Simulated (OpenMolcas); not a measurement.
Mn4+, Tc4+, Re4+: d3 down the group

```
Program             : OpenMolcas 26.06
Method              : MS-CASPT2, IPEA 0.25 Eh, imaginary shift 0.1 Eh
Basis               : ANO-R2
Scalar Hamiltonian  : X2C, finite nucleus
Spin-orbit coupling : state interaction with AMFI integrals over the reference wave functions, term energies averaged over their components
```

Active space for each ion: 3 electrons in 5 orbitals (d); closed shells correlated by CASPT2: Mn4+ 3s 3p; Tc4+ 4s 4p; Re4+ 5s 5p.

Computed levels in cm-1 above 4F 3/2:

```json
{"Level": "4F 5/2", "Mn4+": "367", "Tc4+": "1061", "Re4+": "4990"}
{"Level": "4F 7/2", "Mn4+": "864", "Tc4+": "2370", "Re4+": "9220"}
{"Level": "4F 9/2", "Mn4+": "1477", "Tc4+": "3830", "Re4+": "12260"}
{"Level": "4P 1/2", "Mn4+": "17130", "Tc4+": "12220", "Re4+": "14820"}
{"Level": "4P 5/2", "Mn4+": "17710", "Tc4+": "13900", "Re4+": "21590"}
{"Level": "2G 7/2", "Mn4+": "18140", "Tc4+": "13930", "Re4+": "19660"}
{"Level": "2G 9/2", "Mn4+": "18660", "Tc4+": "14840", "Re4+": "31300"}
{"Level": "2P 1/2", "Mn4+": "23570", "Tc4+": "17360", "Re4+": "24510"}
{"Level": "2D 5/2(1)", "Mn4+": "25320", "Tc4+": "20430", "Re4+": "29930"}
{"Level": "weight of 4F in the lowest level (%)", "Mn4+": "100", "Tc4+": "98", "Re4+": "85"}
```

Mixed levels, with the weight of the term that names them: Re4+ 4F 9/2 (65 %), Re4+ 4P 1/2 (66 %), Re4+ 2G 9/2 (55 %), Re4+ 2P 1/2 (66 %).

Measured, with the error of the calculation in %. Measured levels: Mn4+ from Corliss and Sugar, J. Phys. Chem. Ref. Data 6, 1253 (1977); Re4+ from the list in Brasseur, Gamrath and Quinet, At. Data Nucl. Data Tables 157, 101636 (2024).

```tsv
Level	Mn4+	Re4+
4F 5/2	359 (+2.1)	4853 (+2.9)
4F 7/2	835 (+3.4)	8973 (+2.8)
4F 9/2	1412 (+4.6)	11914 (+2.9)
4P 1/2	16434 (+4.2)	14325 (+3.5)
4P 5/2	17049 (+3.9)	20922 (+3.2)
2G 7/2	17892 (+1.4)	19013 (+3.4)
2G 9/2	18399 (+1.4)	
2P 1/2	23082 (+2.1)	23669 (+3.5)
2D 5/2(1)	24630 (+2.8)	28739 (+4.1)
```

The fine-structure level 4F 9/2 changes by a factor of 8.3 from Mn4+ to Re4+.

Without spin-orbit coupling 4P lies 16650, 11050, 10720 cm-1 above 4F in that order; the difference to the level 4P 1/2, of either sign, comes from spin-orbit coupling, which also lowers the zero.

Term energies are means over components that CASPT2 splits; among the terms shown or strongly mixed into the levels shown the widest spread is 920 cm-1 (3d3 4F, Mn4+). The CASPT2 spread within a term exceeds the gap to the next term for 4d3 2H and 4d3 2D(1), so the order of their levels is uncertain (holds for Tc4+). Measured partners are found by configuration, term and J. A level has none where our copy of the source lacks it or the pairing is in doubt (some pairs that miss far off the trend of their configuration count as doubtful), and it then counts in no deviation. Only configurations of the active space appear.

A number in round brackets counts repeated terms of one configuration in the order of the reference energies.
